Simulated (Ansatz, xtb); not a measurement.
Pulling on the C1–Si2 bond in CH4Si (SMILES C=[SiH2]) (multiplicity 1 held, fragments rigid). Energies count from the point at 1.701 Å.
Geometry at that point (charge 0, multiplicity 1):
| atom | x (Å) | y (Å) | z (Å) |
|---|---|---|---|
| C | -1.1507 | -0.0547 | -0.0063 |
| Si | 0.5483 | 0.0261 | 0.0030 |
| H | -1.7706 | 0.8303 | -0.0678 |
| H | -1.6844 | -0.9947 | 0.0488 |
| H | 1.4000 | -1.1728 | 0.0864 |
| H | 1.2833 | 1.3004 | -0.0716 |

Restricted levels (R-, RO-) in cc, def2 and unpolarised 6-31G sets keep to the state of the molecule at rest. U- levels take the lowest unrestricted solution at each point, which mixes spins at long bonds. Left out are points that failed, MP2 points that dive below the minimum, coupled-cluster points behind a jump of the amplitudes or a sharp parting from full CI or MRCI, small-basis points behind a change of solution, and semi-empirical points at long bonds. Levels need not reach the same state.

The values were computed with Ansatz (a program for electronic structure); xtb for the GFN methods.  The GFN methods have no spin term and hold the electronic entropy of 300 K.

Energies in eV.

| R (Å) | GFN2-xTB | U-HF/cc-pV(T+d)Z | R-B3LYP/cc-pV(T+d)Z | U-wB97X-V/cc-pV(T+d)Z |
|---|---|---|---|---|
| 1.361 | 8.77 | 3.63 | 3.56 | 3.54 |
| 1.531 | 1.71 | 0.66 | 0.66 | 0.63 |
| 1.701 | 0.00 | 0.00 | 0.00 | 0.00 |
| 1.871 | 0.21 | 0.22 | 0.39 | 0.45 |
| 2.041 | 1.04 | 0.82 | 1.22 | 1.35 |
| 2.296 | 2.54 | 1.90 | 2.72 | 2.72 |
| 2.551 | 3.94 | 2.75 | 4.15 | 3.93 |
| 2.977 | 5.25 | 3.38 | 6.07 | 5.31 |
| 3.402 | 5.32 | 3.55 | 7.39 | 5.74 |
| 3.912 | 5.37 | 3.60 | 8.36 | 5.73 |
| 4.592 | left out | 3.62 | left out | 5.71 |
| 5.443 | 5.41 | 3.62 | 9.65 | 5.70 |

Doubts at one or more of the structures used: a spin-contaminated determinant (U-HF/cc-pV(T+d)Z, U-wB97X-V/cc-pV(T+d)Z); a restricted determinant that unrestricted orbitals would lower (R-B3LYP/cc-pV(T+d)Z).
